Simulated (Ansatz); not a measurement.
Reaction (redistribution): `CN([SiH2]O)[SiH2]Cl` + `[NH2][Mg][OH]` → `CN([SiH2]O)[SiH2]O` + `[NH2][Mg][Cl]`

Program: Ansatz. Geometries: PBE0-D4/def2-TZVP. ΔE: electronic, gas phase. CCSD(T)/CBS adds triple-zeta CCSD(T) − MP2 to the extrapolated MP2 energy (def2 sets, frozen cores). DFT in def2-TZVPP. For Mg outer-core shells are correlated without core-valence functions, which leaves a few kJ/mol of doubt a bond. One conformer a species, not always the lowest.

| species | ωB97X-V energy (Eh) |
| --- | --- |
| `CN([SiH2]O)[SiH2]Cl` | -1212.12358 |
| `[NH2][Mg][OH]` | -331.90023 |
| `CN([SiH2]O)[SiH2]O` | -827.80796 |
| `[NH2][Mg][Cl]` | -716.24720 |

Task: Work out ΔE.

Result: ΔE = (-827.80796) + (-716.24720) − (-1212.12358) − (-331.90023) = -0.03135 Eh = -82.3 kJ/mol. CCSD(T)/CBS gives -78.9 kJ/mol.

Largest T1 diagnostic among the species: 0.011.

From PBE to PBE0 (25 % exact exchange), in def2-TZVPP and without D4, ΔE moves by −6.6 kJ/mol. In def2-TZVPP, CCSD(T) changes the Hartree–Fock value by +17.4 kJ/mol (the triples alone add +1.8 kJ/mol) and MP2 by +22.9 kJ/mol.
